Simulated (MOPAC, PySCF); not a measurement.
H4O4Sn, SMILES `[OH][Sn]([OH])([OH])[OH]`, neutral singlet in the gas phase. 

Z-matrix (Å, degrees):
```
Sn
O 1 1.9514
H 2 0.9654 1 111.13
O 1 1.9514 2 105.86 3 144.74
H 4 0.9654 1 111.14 2 -19.95
O 1 1.9514 2 105.85 3 19.94
H 6 0.9654 1 111.14 2 -144.76
O 1 1.9514 2 116.97 3 -97.67
H 8 0.9654 1 111.13 2 -97.66
```
Charge 0, spin multiplicity 1.

All levels are single points at this geometry (r2SCAN-D4/def2-TZVP); Pople sets use spherical d functions. Orbital energies aren't observables, and empty levels follow the basis.

```json
[
 {"level": "PBE-D3(BJ)/def2-TZVP in PySCF", "HOMO (eV)": "-7.38", "LUMO (eV)": "-2.68", "gap (eV)": "4.69", "dipole (D)": "0.00", "vertical IE, Delta-SCF (eV)": "–"},
 {"level": "r2SCAN-D4/def2-TZVP in PySCF", "HOMO (eV)": "-7.79", "LUMO (eV)": "-2.40", "gap (eV)": "5.40", "dipole (D)": "0.00", "vertical IE, Delta-SCF (eV)": "–"},
 {"level": "B3LYP/LANL2DZ in PySCF", "HOMO (eV)": "-8.84", "LUMO (eV)": "-2.08", "gap (eV)": "6.76", "dipole (D)": "0.00", "vertical IE, Delta-SCF (eV)": "–"},
 {"level": "M06-2X/6-31G* (LANL2DZ on Sn) in PySCF", "HOMO (eV)": "-10.57", "LUMO (eV)": "-0.17", "gap (eV)": "10.41", "dipole (D)": "0.00", "vertical IE, Delta-SCF (eV)": "–"},
 {"level": "PBE/6-31G* (LANL2DZ on Sn) in PySCF", "HOMO (eV)": "-6.90", "LUMO (eV)": "-2.10", "gap (eV)": "4.80", "dipole (D)": "0.00", "vertical IE, Delta-SCF (eV)": "–"},
 {"level": "PM3 in MOPAC", "HOMO (eV)": "-12.13", "LUMO (eV)": "-1.18", "gap (eV)": "10.95", "dipole (D)": "0.00", "vertical IE, Delta-SCF (eV)": "–"}
]
```
